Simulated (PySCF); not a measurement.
NICS in isomers of C9H7OP.

NICS is the negative of the GIAO shielding at a point without a nucleus: at the ring centre (0) and 1 Å above and below it (1); zz is the component along the ring normal. Level: GIAO PBE0/pcSseg-1 (PySCF, non-relativistic, gas phase) on the GFN2-xTB geometries, one conformer each. Atom numbers follow the mapped SMILES.

Task: Order these rings by mean NICS(1)zz, lowest (most negative) first (ppm).
A. ring C3–C4–C5–C6–P10–C11 in `[CH:1]#[C:2][c:3]1[cH:4][cH:5][c:6]([C:7]([CH3:8])=[O:9])[p:10][cH:11]1`
B. ring C3–O4–C5–C10–P11 in `[CH2:1]=[CH:2][c:3]1[o:4][c:5]2[cH:6][cH:7][cH:8][cH:9][c:10]2[p:11]1`
C. ring C5–O6–C7–C8–P9 in `[cH:1]1[cH:2][cH:3][c:4](-[c:5]2[o:6][cH:7][cH:8][p:9]2)[cH:10][cH:11]1`
D. ring C1–C2–C3–C4–C10–C11 in `[cH:1]1[cH:2][cH:3][c:4](-[c:5]2[cH:6][o:7][cH:8][p:9]2)[cH:10][cH:11]1`

Result: D (-25.9), A (-23.5), C (-21.9), B (-19.3).

```csv
SMILES,ring,NICS(0),NICS(1),NICS(1)zz,HOMA,rms pucker (Å),ring atoms with four or more neighbours
c1ccc(-c2cocp2)cc1,6-membered carbocycle; formal bonds all aromatic,-7.5,-10.4,-25.9,0.99,0.00,0
C#Cc1ccc(C(C)=O)pc1,6-membered ring with P; formal bonds all aromatic,-6.9,-10.1,-23.5,0.90,0.00,0
c1ccc(-c2occp2)cc1,5-membered ring with O and P; formal bonds all aromatic,-9.8,-9.6,-21.9,0.46,0.00,0
C=Cc1oc2ccccc2p1,5-membered ring with O and P; formal bonds all aromatic,-8.5,-9.2,-19.3,0.34,0.00,0
```

NICS(0) gives another order. The isotropic NICS(1) gives the same order. Over the 4 rings with a HOMA value its correlation coefficient with NICS(1)zz is -0.93. HOMA uses Krygowski's 1993 parameters. NICS(1) and NICS(1)zz are means over the two faces.
